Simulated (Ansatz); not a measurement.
Single points on the cluster Te₂Pd.

```yaml
crystal:
  periodic: [false, false, false]
  atoms:
    - {symbol: Pd, position_ang: [-0.803774, 0.909537, -0.812851]}
    - {symbol: Te, position_ang: [0.306785, 0.387809, 1.442525]}
    - {symbol: Te, position_ang: [0.496989, -1.297346, -0.629674]}
basis:
  gaussian: {orbitals: def2-TZVPP, initial_orbitals: start.molden}
correlation: {method: ccsd_t}
scf: {omitted_lower_state_checks: [starts]}
output: {orbitals: {seedname: orbitals}}
```

The file start.molden holds the orbitals of an earlier run on this structure, at another level or in another basis.

```sh
$ ansatz run in.yaml --threads 4 --pin off --events-out ev --progress --plain --max-ram 3916MiB
```

It prints (some lines left out):

```
Functional definition: HF
1364 factors; integrals over basis functions are off by at most 5.5e-4 eV
mean field evaluation 1: about -17987.8367 eV, gradient 1.8e1 eV
mean field evaluation 2: about -17988.5316 eV, gradient 6.8e-1 eV
mean field evaluation 4: about -17989.0215 eV, gradient 2.6e-2 eV
mean field evaluation 8: about -17989.0218 eV, gradient 1.6e-6 eV
mean field evaluation 16: about -17966.9903 eV, gradient 5.9e1 eV
mean field evaluation 32: about -17987.6781 eV, gradient 1.1e0 eV
mean field evaluation 64: about -17981.2250 eV, gradient 4.0e-2 eV
mean field evaluation 96: about -17979.0362 eV, gradient 5.7e-2 eV
mean field evaluation 128: about -17974.9743 eV, gradient 1.2e-1 eV
mean field -17989.02176201 eV, -661.0843563570 hartree, gradient 2.0e-6 eV, S^2 0.000000; 1 other end points of the search recorded, 0 dependent functions left out; unrestricted orbitals would lower it
determinant -17989.02176201 eV, -661.0843563570 hartree, with singles and doubles -18029.89411711 eV, -662.5863877026 hartree
determinant -17987.70281840 eV, -661.0358860735 hartree, with singles and doubles -18028.99649205 eV, -662.5534005899 hartree
8 core orbitals not correlated: weight in the atoms' cores, before any rotation towards them, 1.000 or more for the frozen orbitals, at most 0.000 for the correlated occupied ones
reference -17989.02176201 eV, -661.0843563570 hartree; 25, 25 occupied and 123, 123 virtual orbitals, 1364 factors
second order -44.09527806 eV of doubles, -0.00000000 eV of singles
cycle   1  -40.88019887 eV  change   -7.8e-3 eV  update   4.1e-3
cycle   2  -40.87976593 eV  change    4.3e-4 eV  update   2.8e-3
cycle   3  -40.87775182 eV  change    2.0e-3 eV  update   2.2e-3
cycle   4  -40.88219817 eV  change   -4.4e-3 eV  update   5.2e-4
cycle   5  -40.88285785 eV  change   -6.6e-4 eV  update   3.4e-4
cycle   6  -40.88179049 eV  change    1.1e-3 eV  update   1.3e-4
cycle   7  -40.88147164 eV  change    3.2e-4 eV  update   6.2e-5
cycle   8  -40.88160209 eV  change   -1.3e-4 eV  update   3.3e-5
cycle   9  -40.88161263 eV  change   -1.1e-5 eV  update   1.9e-5
perturbative correction -1.52211770 eV, -0.0559367939 hartree
Total energy: -18031.42549235 eV, -662.6426647045 hartree
Checks for a lower state left out: starts
```

Hardware: 4 threads of Arm Neoverse V1 on a shared host. Wall time 59 s, peak host memory 1.8 GiB.

First input, but with `gaussian: {orbitals: def2-TZVP, initial_orbitals: start.molden}`, `hamiltonian: {xc: {name: BLYP}, dispersion: d4}` and without the key `correlation` (abridged; 3.6 s):

```
Functional definition: BLYP
mean field evaluation 16: about -18065.5685 eV, gradient 3.5e-5 eV
mean field -18065.56851671 eV, -663.8973977070 hartree, gradient 2.7e-6 eV, S^2 0.000000
Total energy: -18065.89191103 eV, -663.9092822290 hartree
Checks for a lower state left out: starts
```

First input, but with `gaussian: {orbitals: def2-TZVP, initial_orbitals: start.molden}`, `hamiltonian: {xc: {name: LC-wPBE}}` and without the key `correlation` (abridged; 4.4 s):

```
Functional definition: LC-wPBE
mean field evaluation 16: about -18070.5751 eV, gradient 1.8e-5 eV
mean field -18070.57507753 eV, -664.0813854234 hartree, gradient 1.8e-5 eV, S^2 0.000000
Total energy: -18070.57507753 eV, -664.0813854236 hartree
Checks for a lower state left out: starts
```

As the first input, with `gaussian: {orbitals: def2-TZVP, initial_orbitals: start.molden}`, `hamiltonian: {xc: {name: B97M-V}}` and without the key `correlation` (abridged; 8.5 s):

```
Functional definition: B97M-V
mean field evaluation 16: about -18067.8676 eV, gradient 2.0e-5 eV
mean field -18067.86764628 eV, -663.9818891602 hartree, gradient 4.1e-6 eV, S^2 0.000000
Total energy: -18067.86770198 eV, -663.9818912071 hartree
Checks for a lower state left out: starts
```

First input, but with `gaussian: {orbitals: def2-SVP, initial_orbitals: start.molden}`, `hamiltonian: {xc: pbe, dispersion: d4}` and without the key `correlation` (abridged; 2 s):

```
Functional definition: PBE
mean field evaluation 16: about -18067.7618 eV, gradient 4.3e-6 eV
mean field -18067.76175115 eV, -663.9779975861 hartree, gradient 4.3e-6 eV, S^2 0.000000
Total energy: -18067.92153366 eV, -663.9838694850 hartree
Checks for a lower state left out: starts
```

As the first input, with `gaussian: {orbitals: def2-TZVPD, initial_orbitals: start.molden}`, `hamiltonian: {xc: r2scan, dispersion: d4}` and without the key `correlation` (abridged; 3.9 s):

```
Functional definition: r2SCAN
mean field -18075.88175829 eV, -664.2764023445 hartree, gradient 1.2e-5 eV, S^2 0.000000
Total energy: -18075.90844135 eV, -664.2773829288 hartree
Checks for a lower state left out: starts
```

Geometry: r2SCAN-D4/def2-TZVP.

In the def2 sets Pd, Te take a core potential; there is no spin–orbit coupling. LC-ωPBE has ω = 0.4 bohr⁻¹. Correlated methods freeze 8 core orbitals; core or outer-core shells of Pd, Te are correlated, in sets that lack core-valence functions. At CCSD(T)/def2-TZVPP the restricted singlet (for correlated methods, its reference) is unstable: a solution with broken spin symmetry lies lower. The restricted singlet is unstable towards broken spin symmetry at other levels; at BLYP-D4/def2-TZVP, LC-ωPBE/def2-TZVP, B97M-V/def2-TZVP, PBE-D4/def2-SVP and others this wasn't settled. At BLYP-D4/def2-TZVP, PBE-D4/def2-SVP, r2SCAN-D4/def2-TZVPD an occupied level of the charge 0 singlet lies above an empty one (by up to 0.36 eV), so this SCF solution is probably not the lowest. The geometry of the singlet was relaxed on an unsound state (an occupied level 0.13 eV above an empty one). At PBE0-D4/def2-TZVP a triplet of charge 0 lies 0.34 eV below the restricted singlet, each at its own geometry. The structure comes from a short search, and lower isomers may exist.
